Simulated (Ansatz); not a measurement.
Members of the series GeXY, Y = fluoro; each row names its spin state. Isolated molecules, 0 K electronic values unless said otherwise. One relaxed conformer stands for each flexible species; it need not be the lowest. Strings in code marks are SMILES.

Quantity: adiabatic spin-state energy, in kcal/mol. HF references are unrestricted for open shells and restricted for singlets.

Case: `[NH2][Ge][F]`: multiplicity 3 minus multiplicity 1. The other species in the difference include `[NH2][Ge][F]` (neutral, multiplicity 1). Geometry of `[NH2][Ge][F]` (neutral, multiplicity 3, Å):

```xyz
5

N     -0.7128     0.1235    -0.1948
Ge     0.9459    -0.3445     0.6203
F      2.3098     0.1202    -0.4077
H     -1.2980    -0.6871    -0.3788
H     -1.2449     0.7879     0.3608
```

**Question.** What adiabatic spin-state energy does frozen-core CCSD(T)/cc-pVTZ // B3LYP-D3(BJ)/def2-TZVP (Ansatz, a first-principles code) give?

**Answer.** 67.3 kcal/mol.
